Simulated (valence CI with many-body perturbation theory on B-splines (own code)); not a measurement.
**Ladder of approximations for Pr⁴³⁺**

Computed by relativistic CI+MBPT: six valence electrons over a frozen Dirac-Fock core [Ne], a basis of 9 s, 9 p, 8 d, 6 f, 3 g, 1 h functions for each j, with the one-electron correlation potential Σ1, the two-electron term Σ2, the three-electron term Σ3, Breit, model QED; selected CI, second order for the rest, scaled by the run's own slope (own B-spline code, finite nucleus).

No measured spectrum was set against this ion. As an estimate, large intervals hold to a few tenths of a per cent, small ones and those within an open d or f shell to about a per cent. Among the levels kept, up to 1100 cm⁻¹ of a level comes from second order outside the variational space, and about a tenth of that is noise between levels of different J, which matters for small intervals.

Each rung adds one term. CI alone is the Dirac-Coulomb CI over the frozen core; QED comes last and gives the full result, which names the levels. Energies are above (3s^2 3p1/2^2 3p3/2^2) J=2 on the same rung, in eV.

Levels are named by their leading jj configuration (3d3/2^4 stands for four electrons in 3d with j = 3/2), which in mixed levels can hold well under half, so a name can repeat and another be missing. Letters in brackets count levels of one name in rising energy.

```csv
Level,CI alone,+ Σ1,+ Σ2,+ Σ3,+ Breit,Full
(3s^2 3p1/2^2 3p3/2^2) J=0,14.35,14.35,14.31,14.26,14.46,14.46
(3s^2 3p1/2 3p3/2^3) J=1,117.32,117.42,117.53,117.54,116.08,116.27
(3s^2 3p1/2 3p3/2^3) J=2,125.19,125.29,125.36,125.34,123.68,123.87
(3s^2 3p1/2^2 3p3/2 3d3/2) J=2,175.96,175.75,175.42,175.27,174.78,174.50
(3s^2 3p1/2^2 3p3/2 3d3/2) J=1,180.88,180.68,180.35,180.20,179.75,179.45
(3s^2 3p1/2^2 3p3/2 3d3/2) J=0,181.71,181.51,181.21,181.05,180.82,180.53
(3s^2 3p1/2^2 3p3/2 3d3/2) J=3,182.40,182.21,181.87,181.68,180.92,180.66
(3s^2 3p1/2^2 3p3/2 3d5/2) J=4,207.63,207.52,207.21,207.03,205.37,205.17
(3s^2 3p1/2^2 3p3/2 3d5/2) J=2,207.61,207.49,207.18,207.07,205.75,205.41
(3s^2 3p1/2^2 3p3/2 3d5/2) J=3,226.32,226.21,225.64,225.33,223.83,223.64
(3s^2 3p1/2^2 3p3/2 3d5/2) J=1,232.76,232.65,232.19,231.88,230.67,230.42
(3s^2 3p3/2^4) J=0,248.03,248.23,248.42,248.38,245.40,245.76
(3s 3p1/2^2 3p3/2^3) J=2,251.24,251.12,250.88,250.94,250.45,249.15
(3s 3p1/2^2 3p3/2^3) J=1,266.17,266.06,265.77,265.81,265.20,264.08
(3s^2 3p1/2 3p3/2^2 3d3/2) J=2 [a],287.04,286.94,286.72,286.62,284.47,284.39
(3s^2 3p1/2 3p3/2^2 3d3/2) J=0,287.39,287.29,287.12,287.02,284.98,284.86
(3s^2 3p1/2 3p3/2^2 3d3/2) J=1 [a],288.08,287.98,287.74,287.63,285.72,285.52
(3s^2 3p1/2 3p3/2^2 3d3/2) J=3 [a],293.14,293.04,292.81,292.68,290.20,290.13
(3s^2 3p1/2 3p3/2^2 3d3/2) J=4,300.77,300.67,300.45,300.27,297.54,297.46
```

Problem. How does the ionisation energy move along the ladder, and which term matters most?

Solution. CI alone 3423.2, + Σ1 3424.1, + Σ2 3424.2, + Σ3 3423.6, + Breit 3421.2, + QED 3421.0 eV. The largest step is Breit, -2.4 eV. NIST lists 3419 ± 4 eV (theoretical).
